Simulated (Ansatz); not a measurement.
Basis-set extrapolation for octafluorocyclobutane (PBE0-D4/def2-TZVP geometry, frozen core, the Gaussian-basis code of Ansatz). Multiplicity 1, RHF reference.

|  | def2-TZVPP | def2-QZVPP |
| --- | --- | --- |
| HF | -947.338123 | -947.377708 |
| MP2 correlation | -2.583890 | -2.818243 |
| CCSD(T) correlation | -2.681919 | not run |

Energies in hartree. Use E(X) = E(∞) + A·exp(−7.88·√X) for Hartree–Fock and E(X) = E(∞) + B·X^(−2.97) for correlation, with X = 3 and 4, and add CCSD(T) minus MP2 of the smaller set to the MP2 limit.

Task: What is the CCSD(T) energy at the basis-set limit?

Result: HF limit: -947.377708 + (-0.039585) × 0.13774 = -947.38316. MP2 limit: -2.818243 + (-0.234353) × 0.74074 = -2.99184. Higher-order term: -2.681919 − (-2.583890) = -0.09803. Total: -950.47303 hartree, 1189.3 kJ/mol below CCSD(T)/def2-TZVPP.
